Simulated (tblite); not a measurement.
Question: What does the GFN2-xTB structure of InChI=1S/C5H10Si/c1-2-6-4-3-5-6/h2,6H,1,3-5H2 look like in three dimensions?

Answer: 
```xyz
16
C5H10Si angstrom
C      3.0648   -0.0065    0.2628
C      1.8441    0.0405   -0.2462
Si     0.2637   -0.1433    0.7539
C     -1.1011    1.1644    0.4465
C     -2.0999    0.0664    0.0301
C     -1.1552   -1.1491   -0.0479
H      3.9530    0.1103   -0.3397
H      3.2317   -0.1658    1.3156
H      1.7399    0.2038   -1.3128
H      0.5404   -0.4447    2.1632
H     -0.8912    1.8590   -0.3646
H     -1.4344    1.7532    1.2973
H     -2.6072    0.2782   -0.9108
H     -2.8609   -0.0795    0.7955
H     -0.9700   -1.4584   -1.0748
H     -1.5253   -2.0196    0.4879
```

Any rigid rotation of these coordinates is as good. Atoms count from 1 in this order. The 4-membered ring Si3–C4–C5–C6 has internal angles of 76.3° to 100.3° (sum 359°, against 360° for a flat polygon); it is slightly puckered (a soft mode that the optimisation may not have finished), 0.06 Å rms from its mean plane, widest ring torsion 9°. The 3 C–Si bonds span 1.879 Å (C2–Si3, drawn single) to 1.915 Å (Si3–C6, drawn single), a spread of 0.036 Å. Si3 (SiH silicon) has angles from 76.3° to 116.9°. The C–C distances run from 1.323 Å (C1=C2, drawn double) to 1.542 Å (C4–C5, drawn single), a spread of 0.219 Å.

Bonds between heavy atoms (Å): C1=C2 1.323, C2–Si3 1.879, Si3–C4 1.915, C4–C5 1.542, C5–C6 1.541, Si3–C6 1.915.

Computed geometry: GFN2-xTB, gas phase.

Point group: near Cs, missed by 0.20 Å at most; the miss may be what the optimiser left on a soft mode. Its GFN2-xTB frequencies are all real (lowest 51 cm⁻¹). One conformer, not necessarily the lowest (C1–C2–Si3–C4 132°, C2–Si3–C4–C5 121°, Si3–C4–C5–C6 -9°, C4–C5–C6–Si3 9°, C2–Si3–C6–C5 -121°). 2 starts were optimised and ended at 0.00 and 0.40 kcal/mol (GFN2-xTB); the lowest of these is shown.
